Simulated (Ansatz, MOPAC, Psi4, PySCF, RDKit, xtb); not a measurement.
Pair of molecules: CH5N (SMILES CN) (first 7 atoms) with CH2O2 (SMILES O=CO); geometry from B3LYP-D3(BJ)/def2-TZVP, rigid monomers moved along the line of their centres of mass till N2···H12 is 2.95 Å.
(charge 0, multiplicity 1):
```xyz
12

C     -0.2824     0.2170     0.0966
N      0.8015    -0.5139     0.7701
H      0.0400     1.2408    -0.0934
H     -1.1417     0.2460     0.7650
H     -0.5908    -0.2333    -0.8514
H      1.6234    -0.5802     0.1808
H      0.5002    -1.4576     0.9896
O     -1.1245    -0.7849     4.6572
C     -0.3243    -0.0468     5.1828
O      0.7487     0.4692     4.6109
H     -0.4109     0.2835     6.2289
H      0.8039     0.1338     3.6468
```

```csv
level,interaction energy (meV),cost
MMFF94,-165.3,-
UFF,-25.3,-
GFN-FF,-169.6,-
AM1,-79.8,-
PM3,-62.3,-
PM6,-135.3,-
PM7,-212.6,-
GFN1-xTB,-99.9,-
GFN2-xTB,-145.1,-
HF/3-21G (no counterpoise),-249.0,-
HF/6-31G*,-189.5,-
HF/6-31G* (no counterpoise),-216.4,-
HF/aug-cc-pVDZ,-171.7,-
PBE/def2-TZVPPD,-188.3,×1
PBE-D3(BJ)/def2-TZVPPD,-209.6,×1
PBE-D4/def2-TZVPPD,-208.3,×1
BP86/6-31G* (no counterpoise),-222.8,-
r2SCAN/def2-TZVPPD,-188.1,×2
r2SCAN-D3(BJ)/def2-TZVPPD,-200.8,×2
r2SCAN-D4/def2-TZVPPD,-199.8,×2
B3LYP/3-21G (no counterpoise),-270.0,-
B3LYP/6-31G*,-192.2,-
B3LYP/6-31G* (no counterpoise),-233.5,-
B3LYP/6-311+G** (no counterpoise),-192.4,-
B3LYP/def2-TZVPPD,-169.9,×1
B3LYP-D3(BJ)/def2-TZVPPD,-199.0,×1
B3LYP-D4/def2-TZVPPD,-196.1,×1
PBE0/def2-TZVPPD,-183.6,×1
PBE0-D3(BJ)/def2-TZVPPD,-204.9,×1
PBE0-D4/def2-TZVPPD,-203.4,×1
M06-2X/6-31G* (no counterpoise),-233.9,-
wB97X-V/def2-TZVPPD,-199.6,×3
wB97M-V/def2-TZVPPD,-196.5,×4
MP2/6-31G*,-202.7,-
MP2/6-31G* (no counterpoise),-248.5,-
MP2/aug-cc-pVDZ,-193.4,-
SCS-MP2/aug-cc-pVDZ,-185.0,-
CCSD/aug-cc-pVDZ,-186.8,-
CCSD(T)/aug-cc-pVDZ,-191.4,×10
SAPT0/jun-cc-pV(D+d)Z,-202.2,-
```

The rows run from -270.0 (B3LYP/3-21G (no counterpoise)) to -25.3 meV (UFF). In aug-cc-pVDZ the value moves HF -171.7, MP2 -193.4, CCSD -186.8, CCSD(T) -191.4, a shift of -19.7 from HF to CCSD(T). The dispersion term adds -21.3 in PBE-D3(BJ), -19.9 in PBE-D4, -12.7 in r2SCAN-D3(BJ). The 6 functionals in def2-TZVPPD without D3 or D4 span 29.7, from wB97X-V to B3LYP.

Interaction energies are E(AB) − E(A) − E(B) at the monomers' geometry in the complex; basis-set methods are counterpoise corrected. Rows marked so take none. RDKit's UFF carries no charges.

Frozen-core correlation. Rows in 3-21G, 6-311+G**, 6-31G* carry no dispersion term and start afresh at each structure (6-31G* with six Cartesian d functions). MP2/6-31G* freezes PySCF's default core. The state that AM1, PM3, PM6, PM7 reach isn't checked; PM7 holds dispersion and hydrogen-bond terms.

Run with Ansatz (a program for electronic structure); MOPAC for AM1, PM3, PM6, PM7 (differences of heats of formation); Psi4 for SAPT; PySCF for 3-21G rows, 6-311+G** rows, 6-31G* rows, the dispersion terms; RDKit for the force fields; xtb for the GFN methods. Values without a source in brackets are computed.

Costs are rough ratios of core time to PBE/def2-TZVPPD (about 7 s over the structures, on one shared machine); a dash marks a level with no comparable run of its own.
